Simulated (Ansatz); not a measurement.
Name a neutral molecule of C, Ge, O and H with HOMO energy (ωB97M-V/def2-TZVPP) between -10.60 and -10.30 eV and LUMO energy (PBE/def2-TZVPP) between -1.45 and -1.15 eV (Ansatz, PBE0-D4/def2-TZVP geometry).

`CC(=O)[O][GeH]([O]C(C)=O)[O]C(C)=O` (-10.51 eV, -1.32 eV). Other molecules can fit too; these were computed, each in one conformer that needn't be the lowest.
